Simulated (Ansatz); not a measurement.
`C[O][Al]([OH])[OH]` + `C/C=C(/C)F` → `[CH3][Al]([OH])[OH]` + `C/C=C(\F)OC`  (formal exchange of groups at the Al–O bond)

Gas-phase electronic energies from Ansatz, PBE0-D4/def2-TZVP geometries. CCSD(T)/CBS is the MP2 limit (def2-TZVPP, def2-QZVPP) plus CCSD(T) − MP2 in def2-TZVPP, frozen cores. Double bonds are as drawn, so ΔE can hold a change between cis and trans. Functionals use def2-TZVPP. B3LYP here is the variant with VWN-RPA as its local correlation; programs differ in this. One conformer a species, not always the lowest.

```csv
species,B3LYP energy (Eh)
`C[O][Al]([OH])[OH]`,-509.53744
`C/C=C(/C)F`,-256.57932
`[CH3][Al]([OH])[OH]`,-434.24687
`C/C=C(\F)OC`,-331.81627
```

Question: Work out ΔE.

Answer: ΔE = (-434.24687) + (-331.81627) − (-509.53744) − (-256.57932) = 0.05362 Eh = +1.46 eV. CCSD(T)/CBS gives +1.52 eV.

Largest T1 diagnostic among the species: 0.012.

From PBE to PBE0 (25 % exact exchange), in def2-TZVPP and without D4, ΔE moves by +0.07 eV. In def2-TZVPP, CCSD(T) changes the Hartree–Fock value by −0.12 eV (the triples alone add −0.04 eV) and MP2 by −0.07 eV.
